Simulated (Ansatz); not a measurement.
`[OH][GeH2][SiH](O)O` + `N[SiH3]` → `[OH][GeH2][NH][SiH3]` + `O[SiH2]O`  (cleavage of the Ge–Si bond)

Program: Ansatz. Geometries: PBE0-D4/def2-TZVP. ΔE: electronic, gas phase. CCSD(T)/CBS is the MP2 limit (def2-TZVPP, def2-QZVPP) plus CCSD(T) − MP2 in def2-TZVPP, frozen cores. This one scheme is used for every species. Functionals use def2-TZVPP. For Ge outer-core shells are correlated without core-valence functions, which leaves a few kJ/mol of doubt a bond. Scalar relativity is left out up to krypton. Each species was taken in one conformer, which may not be the lowest.

Q: Is it downhill or uphill in electronic energy at CCSD(T)/CBS, and by how much? (Best estimate.)

A: The calculation gave: Downhill: ΔE = -25.6 kJ/mol.

Q: What do these levels give: PBE-D4, PBE0-D4, B2PLYP, CCSD(T)/def2-TZVPP, HF/def2-QZVPP, MP2/CBS(def2)? (Estimate.)

A: Ansatz gave: PBE-D4 -4.7, PBE0-D4 -11.3, B2PLYP -25.2, CCSD(T)/def2-TZVPP -30.0, HF/def2-QZVPP -44.1, MP2/CBS(def2) -30.4 kJ/mol.

Largest T1 diagnostic among the species: 0.012.

From PBE to PBE0 (25 % exact exchange), in def2-TZVPP and without D4, ΔE moves by −6.6 kJ/mol. In def2-TZVPP, CCSD(T) changes the Hartree–Fock value by +12.8 kJ/mol (the triples alone add +1.1 kJ/mol) and MP2 by +7.9 kJ/mol.
